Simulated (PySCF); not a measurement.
Electron correlation in Cl³⁺ (chlorine, charge +3)

[Ne] 3s2 3p2, high-spin 3P determinant. Calculation: PySCF 2.14, in def2-SVP (4s3p1d, 18 functions); the non-relativistic Hamiltonian (point nucleus). Frozen: [Ne]; 4 electrons correlated.

MP2 pair energies summed by pair of shells (mhartree):

```
 pair  energy  share (%)
3s-3p  -34.56       60.8
3s-3s  -16.32       28.7
3p-3p   -5.98       10.5
```

Total MP2 correlation energy: -56.86 mhartree.

Same-spin part -8.85 and opposite-spin part -48.02 mhartree; SCS-MP2 scales them by 1/3 and 6/5 to -60.57 mhartree.

```tsv
level	correlation energy (mhartree)
CCSD	-79.28
(T)	-0.81
CCSD(T)	-80.09
```

Diagnostics: T1 = 0.0062, D1 = 0.0166, largest double amplitude 0.105.

**Question.** Is a single reference adequate?

**Answer.** Mostly. T1 lies below 0.03, but a double amplitude of this size points to a near-degeneracy that CCSD handles and MP2 describes poorly.
